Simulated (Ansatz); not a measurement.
`O[SiH](S)[GeH3]` + `NBS` → `NB[S][GeH3]` + `O[SiH2]S`  (cleavage of the Ge–Si bond)

Calculated with Ansatz (gas phase, PBE0-D4/def2-TZVP geometries, no zero-point term in ΔE). CCSD(T)/CBS adds triple-zeta CCSD(T) − MP2 to the extrapolated MP2 energy (def2 sets, frozen cores). DFT in def2-TZVPP. B3LYP here is the variant with VWN-RPA as its local correlation; programs differ in this. For Ge outer-core shells are correlated without core-valence functions, which leaves a few kJ/mol of doubt a bond. Scalar relativity is left out up to krypton. One conformer a species, not always the lowest.

| level | ΔE (kJ/mol) | difference from CCSD(T)/CBS |
| --- | --- | --- |
| PBE-D4 | -28.0 | 10.1 |
| r2SCAN-D4 | -35.0 | 3.1 |
| PBE0-D4 | -32.7 | 5.4 |
| B3LYP-D4 | -35.4 | 2.7 |
| ωB97X-V | -38.5 | -0.4 |
| ωB97M-V | -39.1 | -1.0 |
| B2PLYP | -40.9 | -2.8 |
| PBE | -29.0 | 9.1 |
| r2SCAN | -35.3 | 2.8 |
| PBE0 | -33.7 | 4.4 |
| B3LYP | -36.9 | 1.2 |
| HF/def2-TZVPP | -53.5 | -15.4 |
| MP2/def2-TZVPP | -46.7 | -8.6 |
| SCS-MP2/def2-TZVPP | -48.0 | -9.9 |
| CCSD/def2-TZVPP | -40.6 | -2.5 |
| CCSD(T)/def2-TZVPP | -40.2 | -2.1 |
| HF/def2-QZVPP | -53.5 | -15.4 |
| MP2/def2-QZVPP | -45.5 | -7.4 |
| SCS-MP2/def2-QZVPP | -47.2 | -9.1 |
| HF/CBS(def2) | -53.5 | -15.4 |
| MP2/CBS(def2) | -44.6 | -6.5 |
| CCSD/CBS(def2) | -38.5 | -0.4 |
| CCSD(T)/CBS | -38.1 | 0 |

Largest T1 diagnostic among the species: 0.012.

From PBE to PBE0 (25 % exact exchange), in def2-TZVPP and without D4, ΔE moves by −4.7 kJ/mol. In def2-TZVPP, CCSD(T) changes the Hartree–Fock value by +13.3 kJ/mol (the triples alone add +0.4 kJ/mol) and MP2 by +6.8 kJ/mol.
